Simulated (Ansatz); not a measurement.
A run for Ansatz (an electronic-structure program): U-CCSD(T)/cc-pV(T+d)Z on FHOSi (SMILES O[Si]F), a point of a bond scan (R = 1.302 Å). Files ending in .json are basis or fitting sets from the Basis Set Exchange.

Ansatz 0.2 input:
```yaml
crystal:
  periodic: [false, false, false]
  atoms:
    - {symbol: Si, position_ang: [0.00937425, 0.00603277, 0.61022733]}
    - {symbol: F, position_ang: [-0.58622933, 0.82170773, -0.21187376]}
    - {symbol: O, position_ang: [0.73079075, -1.04612827, -0.42560613]}
    - {symbol: H, position_ang: [0.63860656, -0.94607081, -1.38174233]}
basis:
  gaussian:
    orbitals: cc-pV_T+d_Z.json
correlation: {method: ccsd_t, electrons: outside_noble_gas}
scf: {omitted_lower_state_checks: [cluster_reference]}
magnetization: {spin_polarized: true, initial_magnetization: 0}
```

Task: Predict the final total energy.

Result: -464.5072 hartree (reference determinant -463.8943, T1 diagnostic 0.013).

Task: How many basis functions does it have, and what does it roughly cost on one machine?

Result: 113 functions; about 18 core-seconds (a rough figure).
